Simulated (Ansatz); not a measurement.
Input file for Ansatz (a quantum-chemistry and plane-wave program): R-PBE0/def2-TZVPPD on H7PSi (a complex), monomers drawn apart or pushed together. Files ending in .json are basis or fitting sets from the Basis Set Exchange.

Ansatz 0.2 input:
```yaml
crystal:
  periodic: [false, false, false]
  atoms:
    - {symbol: Si, position_ang: [-0.22715473, -0.01711905, 0.00445102]}
    - {symbol: H, position_ang: [-0.54673780, 1.34543988, 0.48454813]}
    - {symbol: H, position_ang: [-1.15566798, -0.98985786, 0.62142424]}
    - {symbol: H, position_ang: [1.16441058, -0.35825056, 0.37385341]}
    - {symbol: H, position_ang: [-0.37105497, -0.06596733, -1.46884053]}
    - {symbol: P, position_ang: [0.12882423, 0.10433247, 3.68999571]}
    - {symbol: H, position_ang: [0.83521295, 0.96869039, 2.81519106]}
    - {symbol: H, position_ang: [0.42290542, -1.05069219, 2.92118430]}
    - {symbol: H, position_ang: [-1.11231150, 0.32350011, 3.03974374]}
basis:
  gaussian:
    orbitals: def2-TZVPPD.json
hamiltonian:
  xc: {name: PBE0}
scf: {lower_state_search: off}
```

The head of its log:

```
WARN ansatz: RAYON_NUM_THREADS=1 ignored (pool sized by the plan → 1); use --threads N
Functional definition: PBE0
these checks for a lower state are left out or cut short: stability, starts, cluster_reference, orbital_swaps, neighbouring_geometries, increment
integrals: 0.12 GiB planned
1075 factors; their error is unknown
mean field: 1.05 GiB planned
mean field evaluation 1: about -17272.3591 eV, gradient 1.4e1 eV
mean field evaluation 2: about -17272.8046 eV, gradient 9.0e0 eV
```

**Question.** Give the final energy of this run.

**Answer.** -634.7723 hartree.
